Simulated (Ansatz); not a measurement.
Consider the formal exchange of groups at a C–Sn bond: `[CH3][Sn]([F])([F])[SiH3]` + `COC(F)F` → `CCOC(F)F` + `[F][SnH]([F])[SiH3]`.

Gas-phase electronic energies from Ansatz, PBE0-D4/def2-TZVP geometries. CCSD(T)/CBS adds triple-zeta CCSD(T) − MP2 to the extrapolated MP2 energy (def2 sets, frozen cores). def2 core potentials past Kr. For Sn outer-core shells are correlated without core-valence functions, which leaves a few kJ/mol of doubt a bond. Each species was taken in one conformer, which may not be the lowest.

| species | CCSD/CBS(def2) energy (Eh) |
| --- | --- |
| `[CH3][Sn]([F])([F])[SiH3]` | -744.39677 |
| `COC(F)F` | -353.22014 |
| `CCOC(F)F` | -392.47867 |
| `[F][SnH]([F])[SiH3]` | -705.12616 |

Work out ΔE.

ΔE = (-392.47867) + (-705.12616) − (-744.39677) − (-353.22014) = 0.01208 Eh = +7.6 kcal/mol. CCSD(T)/CBS gives +8.0 kcal/mol.

Largest T1 diagnostic among the species: 0.014.

In def2-TZVPP, CCSD(T) changes the Hartree–Fock value by +2.5 kcal/mol (the triples alone add +0.4 kcal/mol) and MP2 by +3.7 kcal/mol.
